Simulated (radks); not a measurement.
Spherical quantum dot in the effective-mass picture: electrons in a hard-walled sphere of radius 9.71, all in effective atomic units (hartree* = m*/eps^2 hartree, bohr* = eps/m* bohr), one dielectric constant everywhere. Method: non-relativistic Kohn-Sham, LDA (Slater exchange, Perdew-Wang correlation), spin-polarised, spherical densities; computed with a radial shooting solver with Libxc functionals. Levels are named by radial order and angular momentum (1s, 1p, 1d, 2s, ...), and open shells are averaged over m. Results are scaled to m* = 0.153 and eps = 7.3, for which hartree* = 78.13 meV and bohr* = 2.525 nm. Each electron was tried in the lowest free levels, single moves between levels near the top were tried too, and the lowest total energy was kept; such a search can miss a lower state. At N = 1 the Hartree and exchange-correlation terms need not cancel, so that row can carry a self-interaction error.

| N | open shells | 2S | E (meV) | mu = E(N) - E(N-1) (meV) | addition energy mu(N+1) - mu(N) (meV) | e(HOMO) (meV) |
|---|---|---|---|---|---|---|
| 1 | 1s(up 1, down 0) | 1 | 4.06566 | 4.0657 | 11.26 | 8.8506 |
| 2 | none | 0 | 19.3880 | 15.322 | 12.67 | 20.136 |
| 3 | 1p(up 1, down 0) | 1 | 47.3766 | 27.989 | 9.420 | 32.659 |
| 4 | 1p(up 2, down 0) | 2 | 84.7850 | 37.408 | 9.555 | 42.177 |
| 5 | 1p(up 3, down 0) | 3 | 131.749 | 46.964 | 11.41 | 51.754 |
| 6 | 1p(up 3, down 1) | 2 | 190.119 | 58.370 | 9.257 | 62.976 |
| 7 | 1p(up 3, down 2) | 1 | 257.745 | 67.627 | 9.344 | 72.291 |
| 8 | none | 0 | 334.717 | 76.971 | 13.00 | 81.656 |
| 9 | 1d(up 1, down 0) | 1 | 424.688 | 89.971 | 9.217 | 94.575 |
| 10 | 1d(up 2, down 0) | 2 | 523.876 | 99.188 | 9.236 | 103.80 |
| 11 | 1d(up 3, down 0) | 3 | 632.300 | 108.42 | 9.243 | 113.04 |
| 12 | 1d(up 4, down 0) | 4 | 749.967 | 117.67 | 9.244 | 122.29 |
| 13 | 1d(up 5, down 0) | 5 | 876.877 | 126.91 | 11.15 | 131.53 |
| 14 | 1d(up 5, down 1) | 4 | 1014.94 | 138.06 | 9.088 | 142.60 |
| 15 | 1d(up 5, down 2) | 3 | 1162.09 | 147.15 | 9.108 | 151.70 |
| 16 | 1d(up 5, down 3) | 2 | 1318.35 | 156.26 | 9.119 | 160.82 |
| 17 | 1d(up 5, down 4) | 1 | 1483.73 | 165.38 | 9.125 | 169.94 |
| 18 | none | 0 | 1658.23 | 174.50 | 13.63 | 179.07 |
| 19 | 1f(up 1, down 0) | 1 | 1846.36 | 188.13 | 9.050 | 192.66 |
| 20 | 1f(up 2, down 0) | 2 | 2043.55 | 197.18 | 9.053 | 201.71 |
| 21 | 1f(up 3, down 0) | 3 | 2249.78 | 206.24 | 9.054 | 210.76 |
| 22 | 1f(up 4, down 0) | 4 | 2465.07 | 215.29 | 9.053 | 219.82 |
| 23 | 1f(up 5, down 0) | 5 | 2689.41 | 224.34 | 9.052 | 228.87 |
| 24 | 1f(up 6, down 0) | 6 | 2922.81 | 233.39 | 9.049 | 237.92 |
| 25 | 1f(up 7, down 0) | 7 | 3165.25 | 242.44 | 10.98 | 246.97 |
| 26 | 1f(up 7, down 1) | 6 | 3418.67 | 253.42 | 8.962 | 257.90 |
| 27 | 1f(up 7, down 2) | 5 | 3681.05 | 262.38 | 8.967 | 266.86 |
| 28 | 1f(up 7, down 3) | 4 | 3952.40 | 271.35 | 8.970 | 275.83 |
| 29 | 1f(up 7, down 4) | 3 | 4232.72 | 280.32 | 8.972 | 284.80 |
| 30 | 1f(up 7, down 5) | 2 | 4522.01 | 289.29 | 8.973 | 293.78 |
| 31 | 1f(up 7, down 6) | 1 | 4820.27 | 298.26 | 8.973 | 302.75 |
| 32 | none | 0 | 5127.51 | 307.24 | 14.37 | 311.72 |
| 33 | 1g(up 1, down 0) | 1 | 5449.12 | 321.61 | 8.927 | 326.07 |
| 34 | 1g(up 2, down 0) | 2 | 5779.66 | 330.54 | 8.927 | 335.00 |
| 35 | 1g(up 3, down 0) | 3 | 6119.12 | 339.46 | 8.927 | 343.93 |
| 36 | 1g(up 4, down 0) | 4 | 6467.51 | 348.39 | 8.926 | 352.85 |
| 37 | 1g(up 5, down 0) | 5 | 6824.83 | 357.32 | 8.925 | 361.78 |
| 38 | 1g(up 6, down 0) | 6 | 7191.07 | 366.24 | 8.923 | 370.70 |
| 39 | 1g(up 7, down 0) | 7 | 7566.24 | 375.17 | 8.921 | 379.63 |
| 40 | 1g(up 8, down 0) | 8 | 7950.33 | 384.09 | 8.920 | 388.55 |
| 41 | 1g(up 9, down 0) | 9 | 8343.33 | 393.01 | 10.85 | 397.47 |
| 42 | 1g(up 9, down 1) | 8 | 8747.19 | 403.86 | 8.864 | 408.29 |
| 43 | 1g(up 9, down 2) | 7 | 9159.91 | 412.72 | - | 417.16 |

All shells are closed at N = 2, 8, 18, 32 (there: 1s2 1p6 1d10 1f14); the second difference of the energy has clear peaks (12 % above both neighbours; the first and last values, which can be the largest, are not judged, and half-filled shells can peak too) at N = 2, 5, 8, 13, 18, 25, 32, 41.
